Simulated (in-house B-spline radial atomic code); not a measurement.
## PBEsol excitations of F5+

Method: PBEsol. Computed with a B-spline radial code for spherical atoms: linear response of the closed shell [He] 2s2 with the functional's adiabatic kernel; scalar-relativistic (spin-free one-electron X2C), finite nucleus, no spin-orbit coupling, no double excitations, S, P, D and F terms only.

Command:
```bash
python run_td.py task.json out
```
Settings (radii: box in bohr, nucleus in fm):
```
Z                        9
electrons                4
configuration            [He] 2s2
hamiltonian              x2c
method                   pbesol
box_radius               16.35
rms_radius               2.8976
intervals                72
```

Cost of the run: 0.3 s on 1 thread of Arm Neoverse N1, on a shared host.

The lowest states, in the order of their Tamm-Dancoff energies; the method's threshold (minus the highest occupied level) is 143.75 eV. Labels give the largest channel, * marks a mixed state, and oscillator strengths are full-response dipole values. Semilocal kernels can invert the small singlet-triplet splittings of Rydberg terms. Energies in eV:

| state | full response | Tamm-Dancoff | oscillator strength |
| --- | --- | --- | --- |
| 2s → 2p 3P | 9.685 | 10.916 | - |
| 2s → 2p 1P | 21.676 | 22.787 | 0.43 |
| 2s → 3s 3S | 89.89 | 89.91 | - |
| 2s → 3s 1S | ? | ? | - |
| 2s → 3p 3P | 94.25 | 94.27 | - |
| 2s → 3p 1P | 94.90 | 94.91 | 0.442 |
| 2s → 3d 3D | 96.77 | 96.82 | - |
| 2s → 3d 1D | 98.44 | 98.44 | - |
| 2s → 4s 3S | 116.77 | 116.78 | - |
| 2s → 4s 1S | 117.39 | 117.40 | - |
| 2s → 4p 3P | 118.45 | 118.46 | - |
| 2s → 4p 1P | 118.64 | 118.64 | 0.118 |
| 2s → 4d 3D | 119.60 | 119.61 | - |
| 2s → 4d 1D | ? | ? | - |
| 2s → 4f 3F | 121.04 | 121.04 | - |
| 2s → 4f 1F | 121.08 | 121.08 | - |

(1) Where does 2s → 3s 1S lie?

(2) Where does 2s → 4d 1D lie?

(3) How large is the singlet-triplet splitting of 2s → 2p (P terms) in Tamm-Dancoff?

(4) What polarisabilities and dispersion coefficient does the method give?

## Answers

(1) At 92.11 eV in full response, 92.13 eV in Tamm-Dancoff.

(2) At 120.12 eV in full response, 120.12 eV in Tamm-Dancoff.

(3) 11.9 eV, from the unrounded values.

(4) Dipole 0.7383 bohr³, quadrupole 0.2099 bohr⁵, C6 0.3698 hartree·bohr⁶ for two such species.
